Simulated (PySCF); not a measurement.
CH₄Se₂, SMILES [SeH][Se]C. Coordinates come from a PBE-D3(BJ)/def2-SVP optimisation. Other conformers were not sampled.

Computed equilibrium geometry at PBE-D3(BJ)/def2-SVP (PySCF confirms it by a frequency run) as Cartesian coordinates in Å (one conformer of several):
```xyz
7

Se     0.3550     0.7386     0.6379
C      2.1205     0.4775    -0.1954
H      2.7884     1.2316     0.2681
H      2.0604     0.6538    -1.2846
H      2.5033    -0.5377     0.0159
Se    -0.9258    -0.8039    -0.5824
H     -0.6676    -1.9932     0.2844
```
Charge 0, spin multiplicity 1.
